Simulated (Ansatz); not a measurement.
`[NH2][GeH]([OH])[SbH2]`, relaxed with RKS PBE0-D4/def2-TZVP in Ansatz 0.2.0 from a PBE-D4/def2-SVP geometry. The force threshold is 0.005 eV/Å; the program also tests the step.

Charge 0, multiplicity 1. Sb: def2 effective core potential.

Start:

```xyz
10

N     0.626   -1.564   -0.427
Ge    0.550    0.047    0.463
O    -0.010   -0.448    2.109
Sb   -1.133    1.949   -0.413
H    -0.293   -1.938   -0.690
H     1.210   -1.527   -1.271
H     2.019    0.580    0.481
H    -0.372    0.320    2.589
H    -2.246    0.703   -0.879
H    -0.351    1.878   -1.962
```

```
step  energy (eV)  largest force (eV/Å)  largest move (Å)
   1  -66682.6674                 0.720             0.000
   2  -66682.6778                 0.632             0.111
   3  -66682.7098                 0.237             0.064
   4  -66682.7118                 0.214             0.046
   5  -66682.7130                 0.134             0.031
   6  -66682.7145                 0.035             0.019
   7  -66682.7147                 0.018             0.010
   8  -66682.7147                 0.005             0.002
```

End:

```xyz
10

N     0.608   -1.538   -0.437
Ge    0.546    0.052    0.455
O    -0.022   -0.435    2.075
Sb   -1.122    1.911   -0.420
H    -0.294   -1.928   -0.674
H     1.189   -1.526   -1.264
H     1.995    0.588    0.507
H    -0.328    0.309    2.598
H    -2.220    0.692   -0.896
H    -0.352    1.877   -1.944
```

Hardware: 4 threads of an Intel Xeon Platinum 8488C on a shared host. Wall time 25 s, peak host memory 0.62 GiB.
